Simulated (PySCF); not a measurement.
Bond curve of Tl₂⁺

Set-up: basis Tl cc-pVDZ-PP with ECP60; scalar-relativistic core potentials; PySCF 2.14. Energies in eV from Tl⁺ + Tl in their ground configurations at the same level. State: ²Σg⁺ (doublet), unpaired electrons σ ↑.

```tsv
R (Å)	UHF-SCS-MP2	M06-L
3.172	-0.924	-1.207
3.319	-1.034	-1.325
3.467	-1.093	-1.393
3.577	-1.114	-1.420
3.688	-1.120	-1.432
3.799	-1.115	-1.433
3.946	-1.095	-1.422
4.131	-1.055	-1.393
4.352	-0.994	-1.342
4.647	-0.901	-1.263
```

Put a parabola through the three lowest points of the UHF-SCS-MP2 curve and estimate Re, k and ωe (reduced mass 102.5 u; 1 eV/Å² = 0.16022 mdyn/Å; ωe = 1302.8·√(k/μ) cm⁻¹).

Through R = 3.577, 3.688, 3.799 Å the second-order coefficient is 0.446 eV/Å², so Re ≈ 3.693 Å, k ≈ 0.143 mdyn/Å and ωe ≈ 49 cm⁻¹. A polynomial fit of higher order to the unrounded UHF-SCS-MP2 energies gives Re = 3.688 Å, k = 0.147 mdyn/Å, ωe = 49.3 cm⁻¹; anharmonicity and rounding make the difference.

The higher-order fit for each curve: UHF-SCS-MP2: Re = 3.688 Å, ωe = 49.3 cm⁻¹, De = 1.12 eV; M06-L: Re = 3.756 Å, ωe = 45.2 cm⁻¹, De = 1.43 eV.

Correlated steps freeze 8 core orbitals. Correlated levels converge slowly with the basis: in double zeta they bind strong bonds too weakly, by up to about 1 eV, and carry superposition errors of some tenths. Spin–orbit coupling is left out, which matters for elements this heavy, above all for dissociation energies. The state was picked by a PBE0 search and need not be the measured ground state.
